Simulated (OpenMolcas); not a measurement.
Co+: effect of the level shift or regulariser

- Program: OpenMolcas 26.06
- Basis: ANO-RCC-VTZP [6s5p3d2f1g]
- Scalar Hamiltonian: DKH2, point nucleus
- Active space: 8 electrons in 5 orbitals (3d)
- State averaging: 2S+1 = 3 even, 10 roots; 2S+1 = 1 even, 15 roots
- Spin-orbit coupling: RASSI with atomic mean-field integrals over the reference wave functions, term energies averaged over their components

Methods on the same reference wave functions:
A. CASSCF
B. SS-CASPT2, IPEA 0.25 Eh, imaginary shift 0.1 Eh (closed shells correlated: 3s 3p)
C. SS-CASPT2, IPEA 0.25 Eh, real shift 0.2 Eh (closed shells correlated: 3s 3p)
D. SS-CASPT2, IPEA 0.25 Eh, sigma2 regulariser 0.3 Eh (closed shells correlated: 3s 3p)

Energies in cm-1 above 3d8 3F4, the measured ground level; measured values from NIST Handbook of Basic Atomic Spectroscopic Data.

| Level | A | B | C | D | Measured |
| --- | --- | --- | --- | --- | --- |
| 3d8 3F4 | 0.0 | 0.0 | 0.0 | 0.0 | 0.0 |
| 3d8 3F3 | 964 | 966 | 966 | 966 | 950 |
| 3d8 3F2 | 1637 | 1622 | 1622 | 1622 | 1597 |
| 3d8 1D2 | 14441 | 10820 | 10830 | 10820 |  |
| 3d8 3P2 | 17535 | 13940 | 13950 | 13940 |  |
| 3d8 3P1 | 17850 | 14250 | 14270 | 14250 |  |
| 3d8 3P0 | 18051 | 14450 | 14460 | 14450 |  |
| 3d8 1G4 | 22427 | 19000 | 19010 | 19000 |  |
| 3d8 1S0 | 54135 | 43610 | 43640 | 43610 |  |

Deviations, from unrounded energies. A percentage is the sum of absolute deviations over the sum of measured energies, with the sign that they share, or ± where signs differ.

| Against measurement | Levels | A | B | C | D |
| --- | --- | --- | --- | --- | --- |
| mean absolute deviation (cm-1) | 2 | 27 | 20 | 20 | 20 |
| fine structure of the ground term (%) | 2 | +2.1 | +1.6 | +1.6 | +1.6 |

B, C, D lie about equally close to measurement and A furthest from it. The largest miss of B in the table is 3d8 3F2, by +25 cm-1. The ranking rests on the paired levels alone, and a cruder setting can come out closer through cancelling errors.

Among B to D the level of the table that moves most is 3d8 1S0, by 34 cm-1 (lowest in D, highest in C). Moves below CASPT2's spread within the term are not significant.

The two smallest mean deviations differ by little beside CASPT2's spread within terms, so their order carries little weight.

From A to B the spin-free energies of the other terms of 3d8 shown, above 3F, scale by factors of 0.74 to 0.84, as is usual when dynamic correlation screens the repulsion within a d or f shell.

The lowest spin-free term lies below A's lowest term by 0.606 hartree in B, 0.605 hartree in C, 0.606 hartree in D.

Term energies are means over components that CASPT2 splits; among the terms shown or strongly mixed into the levels shown the widest spread is 990 cm-1 (3d8 1G, D). Without dynamic correlation excited terms often stand tens of per cent too high (terms of higher spin than the ground term too low), and those without a measured partner can miss by more than the paired ones (holds for A). Computed and measured levels are paired by configuration, term and J; levels that our copy of the source lacks, or whose pairing is in doubt (as where it misses far off the trend of its configuration), stay unpaired and out of the deviations. Only configurations of the active space appear.
